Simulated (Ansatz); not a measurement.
```yaml
crystal:
  periodic: [false, false, false]
  atoms:
    - {symbol: C, position_ang: [-0.957935, 1.239062, 0.708125]}
    - {symbol: In, position_ang: [0.338087, -0.415620, -0.142172]}
    - {symbol: F, position_ang: [2.403103, 0.024733, -0.317963]}
    - {symbol: S, position_ang: [0.042470, -2.645740, -1.028133]}
    - {symbol: H, position_ang: [-1.459419, 1.563517, -0.335986]}
    - {symbol: H, position_ang: [-1.634156, 0.920375, 1.330565]}
    - {symbol: H, position_ang: [-0.105792, 2.216601, 1.037476]}
    - {symbol: H, position_ang: [1.477852, -2.721700, -1.186279]}
basis:
  gaussian: {orbitals: ANO-RCC-VTZP}
hamiltonian: {xc: {name: M06-2X}, dispersion: d4}
accuracy: high
scf: {lower_state_search: full}
```

```sh
$ ansatz run in.yaml --threads 4 --pin off --events-out ev --progress --plain --max-ram 10444MiB
```

Output, abridged:

```
Error: YAML parse error: error: line 14 column 19: hamiltonian.xc: no functional is named "M06-2X"; the names, which are not case-sensitive, are SVWN5, SPW92, PBE, PBE0, PBEsol, revPBE, revPBE0, RPBE, rPW86-PBE, HSE06, wPBEh, LC-wPBE, HISS, HF, BLYP, B3LYP, B3LYP5, BHLYP, CAM-B3LYP, r2SCAN, r2SCANh, r2SCAN0, r2SCAN50, m-r2SCAN, B97, wB97, wB97X, wB97X-V, B97M-V, wB97M-V, B2PLYP, B2GP-PLYP, PBE0-DH, PBE-QIDH
12 | basis:
13 |   gaussian: {orbitals: ANO-RCC-VTZP}
14 | hamiltonian: {xc: {name: M06-2X}, dispersion: d4}
15 | accuracy: high
16 | scf: {lower_state_search: full}
```

(1) What is wrong with this run?

Results:

(1) The method's name isn't one that the program takes here. The program refused the input.

HSE06 is defined as in plane-wave codes.
